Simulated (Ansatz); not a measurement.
**Relative energies of C4H3F3 isomers**

3 of its isomers, all singlets with charge 0: A = `FC1=CC(F)(F)C1`; B = `CC#CC(F)(F)F`; C = `FC1C=CC1(F)F`.

Shapes, held fixed at every level: PBE0-D4/def2-TZVP. Programs: Ansatz 0.2.0.

A:

```xyz
10

F     1.1297   -1.7646    1.1980
C     0.4472   -0.8777    0.5157
C    -0.6649   -0.9499   -0.2094
C    -0.5526    0.5152   -0.5065
F    -0.3889    0.8438   -1.8099
F    -1.5640    1.2905   -0.0480
C     0.7432    0.5801    0.3415
H    -1.3739   -1.7138   -0.4886
H     1.6418    0.8259   -0.2266
H     0.6655    1.1992    1.2366
```

B:

```xyz
10

C     0.6198   -1.5569    1.2448
C     0.1946   -0.4791    0.3801
C    -0.1591    0.4143   -0.3368
C    -0.5847    1.4997   -1.2066
F     0.4615    2.1555   -1.7229
F    -1.3296    2.3953   -0.5475
F    -1.3178    1.0501   -2.2321
H     0.3412   -2.5236    0.8193
H     0.1531   -1.4672    2.2284
H     1.7041   -1.5392    1.3762
```

C:

```xyz
10

F    -0.3718   -2.0303   -0.2717
C    -0.5082   -0.7795    0.2606
C     0.7204   -0.1932    0.9024
C     0.8042    0.8492    0.0730
C    -0.3608    0.3918   -0.7525
F    -1.4137    1.2377   -0.8248
F    -0.0841    0.0040   -2.0099
H    -1.4305   -0.7500    0.8472
H     1.2932   -0.5077    1.7649
H     1.4345    1.7268    0.0139
```

Electronic energies in kJ/mol, without zero-point or thermal terms.

```
               level                    kind  B − A  C − A
       HF/def2-TZVPP            Hartree–Fock  -18.0  +10.8
    SPW92/def2-TZVPP                     LDA  +29.0  +26.6
r2SCAN-D4/def2-TZVPP                meta-GGA   +2.5  +20.3
  PBE0-D4/def2-TZVPP           global hybrid  +18.4  +20.8
  wB97M-V/def2-TZVPP  range-separated hybrid   +5.7  +16.1
  wB97X-V/def2-TZVPP  range-separated hybrid  +14.0  +15.8
       CCSD/def2-SVP   coupled cluster or CI  -17.4  +15.7
CCSD(T)/CBS estimate   coupled cluster or CI   +0.1  +13.0
```

The highest level, CCSD(T)/CBS estimate, puts A lowest of these. HF/def2-TZVPP, CCSD/def2-SVP put another isomer lowest. The B − A difference spans -18.0 to +29.0 kJ/mol over the levels. The CBS estimate extrapolates MP2 from def2-TZVPP and def2-QZVPP and adds CCSD(T) − MP2 in the triple-zeta set, cores frozen.
